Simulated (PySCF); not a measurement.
A ladder of Hamiltonians for Tb⁵⁵⁺ (terbium, charge +55)

Occupied: 1s1/2, 2s1/2, 2p1/2, 2p3/2. Hartree-Fock calculated with PySCF 2.14 in an even-tempered Gaussian basis (16 s from 12 bohr⁻², ratio 2.7; 13 p from 14 bohr⁻², ratio 2.7), Gaussian nucleus throughout. NR is non-relativistic, sf-X2C the spin-free one-electron X2C Hamiltonian, X2C adds the bare one-electron spin-orbit term, X2C-SNSO screens it by Boettger's factors, DC is four-component Dirac-Coulomb, and the Gaunt and Breit terms are added at first order (total energies over the DC spinors, levels after relaxing the spinors in that mean field). QED terms are absent. Levels marked empty are virtual spinors of this ion.

```tsv
Hamiltonian	E (hartree)
NR	-7895.0043
sf-X2C	-8313.0934
X2C	-8320.0609
X2C-SNSO	-8319.6149
DC	-8322.9371
DC+Gaunt	-8313.6429
DC+Breit	-8314.4532
```

```json
{"level (eV)": "1s1/2", "NR": "-53362.6", "sf-X2C": "-56630.8", "X2C": "-56622.6", "X2C-SNSO": "-56623.1", "DC": "-56680.1", "DC+Gaunt": "-56526.2", "DC+Breit": "-56536.3"}
{"level (eV)": "2s1/2", "NR": "-11931.2", "sf-X2C": "-12860.6", "X2C": "-12858.5", "X2C-SNSO": "-12858.7", "DC": "-12866.3", "DC+Gaunt": "-12850.0", "DC+Breit": "-12851.1"}
{"level (eV)": "2p1/2", "NR": "-11597.6", "sf-X2C": "-11919.0", "X2C": "-12486.2", "X2C-SNSO": "-12466.4", "DC": "-12471.1", "DC+Gaunt": "-12442.3", "DC+Breit": "-12445.3"}
{"level (eV)": "2p3/2", "NR": "-11597.6", "sf-X2C": "-11919.0", "X2C": "-11680.4", "X2C-SNSO": "-11687.4", "DC": "-11692.8", "DC+Gaunt": "-11673.1", "DC+Breit": "-11676.1"}
{"level (eV)": "3s1/2 (empty)", "NR": "-4919.2", "sf-X2C": "-5214.1", "X2C": "-5213.7", "X2C-SNSO": "-5213.8", "DC": "-5215.6", "DC+Gaunt": "-5211.2", "DC+Breit": "-5211.8"}
{"level (eV)": "3p1/2 (empty)", "NR": "-4812.1", "sf-X2C": "-4941.9", "X2C": "-5091.9", "X2C-SNSO": "-5086.7", "DC": "-5088.0", "DC+Gaunt": "-5080.5", "DC+Breit": "-5081.5"}
{"level (eV)": "3p3/2 (empty)", "NR": "-4812.1", "sf-X2C": "-4941.9", "X2C": "-4878.1", "X2C-SNSO": "-4880.0", "DC": "-4881.1", "DC+Gaunt": "-4876.1", "DC+Breit": "-4877.1"}
```

How large are the two-electron picture-change error of X2C and the Breit correction in the total energy?

X2C-1e lies 2.8762 hartree above Dirac-Coulomb; Gaunt adds 9.2942 and the full Breit term 8.4840 hartree.

```tsv
interval (eV)	X2C	X2C-SNSO	DC	DC+Gaunt	DC+Breit
2p3/2 − 2p1/2	805.8	779.0	778.3	769.2	769.2
3p3/2 − 3p1/2	213.8	206.7	206.8	204.4	204.4
```

Weight of the small component: 1s1/2 0.0589, 2s1/2 0.0135, 2p1/2 0.0134, 2p3/2 0.0125, 3s1/2 0.00533, 3p1/2 0.00525, 3p3/2 0.00502.

Koopmans' value for the highest occupied level at DC+Breit: 11676.1 eV, against an ionisation energy of 11673 ± 5 eV (theoretical estimate listed by NIST; NIST Atomic Spectra Database, ionization energies); the former lacks relaxation, correlation, QED and recoil.

The whole ladder took 68 s of wall time on 1 thread of Neoverse-V1 (shared host), launched as `OMP_NUM_THREADS=1 python relrun2.py TASK.json OUT` (a driver that calls PySCF for each Hamiltonian).
